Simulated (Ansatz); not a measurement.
A run for Ansatz (a first-principles code): R-wB97X-V/def2-TZVPPD on C2H4N2 (a complex), monomers drawn apart or pushed together. Files ending in .json are basis or fitting sets from the Basis Set Exchange.

Ansatz 0.2 input:
```yaml
crystal:
  periodic: [false, false, false]
  atoms:
    - {symbol: C, position_ang: [-0.14217367, 0.73372972, -0.10529668]}
    - {symbol: C, position_ang: [0.30826340, -0.51102443, -0.14968332]}
    - {symbol: H, position_ang: [0.36212425, 1.54138089, -0.62195466]}
    - {symbol: H, position_ang: [-1.03482625, 0.99602204, 0.44960516]}
    - {symbol: H, position_ang: [-0.19744383, -1.31709268, 0.36769379]}
    - {symbol: H, position_ang: [1.20052187, -0.77484138, -0.70456579]}
    - {symbol: N, position_ang: [0.11072029, -0.18450072, 4.40741716]}
    - {symbol: N, position_ang: [-0.70096493, -0.61220270, 3.81755005]}
basis:
  gaussian:
    orbitals: def2-TZVPPD.json
hamiltonian:
  xc: {name: wB97X-V}
scf: {lower_state_search: off}
```

The log:

```
WARN ansatz: RAYON_NUM_THREADS=1 ignored (pool sized by the plan → 1); use --threads N
Functional definition: wB97X-V
these checks for a lower state are left out or cut short: stability, starts, cluster_reference, orbital_swaps, neighbouring_geometries, increment
integrals: 0.12 GiB planned
942 factors; their error is unknown
integrals: 0.15 GiB planned
276 factors; integrals over basis functions are off by at most 2.3e-5 eV
mean field: 1.15 GiB planned
mean field evaluation 1: about -5116.6802 eV, gradient 3.5e1 eV
mean field evaluation 2: about -5118.3621 eV, gradient 2.1e1 eV
mean field evaluation 4: about -5119.3163 eV, gradient 4.5e-1 eV
mean field evaluation 8: about -5119.3227 eV, gradient 2.4e-2 eV
mean field evaluation 16: about -5119.3154 eV, gradient 3.5e-5 eV
mean field -5119.31536758 eV, -188.1313697620 hartree, gradient 5.1e-6 eV, S^2 0.000000; 0 other end points of the search recorded, 0 dependent functions left out
reference -5119.31536555 eV, -188.1313696873 hartree; 15, 15 occupied and 201, 201 virtual orbitals, 942 factors
Total energy: -5119.31536555 eV, -188.1313696873 hartree
Checks for a lower state left out: stability, starts, cluster_reference, orbital_swaps, neighbouring_geometries, increment
```

The run converged.

Cost: roughly 8 core-seconds.
